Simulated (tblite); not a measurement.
Isomers of C2H13NSi3. All values are computed: GFN2-xTB (tblite) harmonic vibrations without scaling, gas phase. Against measured fundamentals such values can be off by several per cent, at times by over 20. Modes of hydrogen on silicon can be 10 to 20 % off. One conformer each.

Electronic energies: GFN2-xTB at the same geometries; isomer energies are rough at this level and their order can be wrong.

| SMILES | electronic energy, lowest = 0 (kcal/mol) |
| --- | --- |
| NC[SiH2]C([SiH3])[SiH3] | 63.4 |
| C[SiH](C)N([SiH3])[SiH3] | 0.0 |
| CN(C)[SiH2][SiH2][SiH3] | 42.3 |

Question: How do GFN2-xTB zero-point energies change the relative energies?

Answer: 
```json
{"SMILES": "C[SiH](C)N([SiH3])[SiH3]", "ZPE (kcal/mol)": "85.3", "of it from modes above 1550 cm⁻¹": "48.4", "electronic (kcal/mol)": "0.0", "with ZPE, lowest = 0 (kcal/mol)": "0.0", "lowest mode (cm⁻¹)": "18", "rings": "0"}
{"SMILES": "CN(C)[SiH2][SiH2][SiH3]", "ZPE (kcal/mol)": "86.0", "of it from modes above 1550 cm⁻¹": "47.1", "electronic (kcal/mol)": "42.3", "with ZPE, lowest = 0 (kcal/mol)": "43.0", "lowest mode (cm⁻¹)": "24", "rings": "0"}
{"SMILES": "NC[SiH2]C([SiH3])[SiH3]", "ZPE (kcal/mol)": "84.5", "of it from modes above 1550 cm⁻¹": "50.0", "electronic (kcal/mol)": "63.4", "with ZPE, lowest = 0 (kcal/mol)": "62.6", "lowest mode (cm⁻¹)": "17", "rings": "0"}
```

The zero-point energies span 1.5 kcal/mol, from `NC[SiH2]C([SiH3])[SiH3]` to `CN(C)[SiH2][SiH2][SiH3]`. The order is unchanged.
